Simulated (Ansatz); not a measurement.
System: CH₂BCl₂, net charge 0, doublet state. It need not be the lowest isomer of its formula. 
Geometry from a B3LYP-D3(BJ)/def2-TZVP (Ansatz, a program for electronic structure) optimisation:
```xyz
6

C     -1.8440    -0.3678    -0.0462
B     -0.3600    -0.0718    -0.0090
Cl     0.8060    -1.3630     0.2728
Cl     0.2339     1.5705    -0.2467
H     -2.2345    -1.3681     0.0969
H     -2.5808     0.4076    -0.2176
```
Charge 0, spin multiplicity 2.

Wanted: atomisation energy (electronic, to ground-state atoms), in eV. Cores are frozen in the correlated levels unless marked. UHF or UKS for open shells. Spin-orbit coupling is left out. Non-relativistic. The coupled-cluster limit lacks core correlation, which all-electron functionals hold. CBS marks a two-point X^-3 extrapolation of the correlation energy; Hartree-Fock from the larger set.

```json
[
 {"level": "BHLYP/def2-TZVPD", "program": "Ansatz", "atomisation energy (eV)": "21.80"},
 {"level": "LC-wPBE-D4/def2-TZVPD", "program": "Ansatz + dftd4", "atomisation energy (eV)": "22.73"},
 {"level": "B2PLYP-D3(BJ)/def2-TZVPD", "program": "Ansatz + dftd3", "atomisation energy (eV)": "22.38"},
 {"level": "RI-MP2/cc-pV(T+d)Z", "program": "Ansatz", "atomisation energy (eV)": "22.50"}
]
```

Q: Predict the CCSD(T)/CBS(aug-cc-pV(T+d)Z,aug-cc-pV(Q+d)Z) result (Ansatz).

A: 22.42 eV, so RI-MP2/cc-pV(T+d)Z differs from it by 0.08 eV.
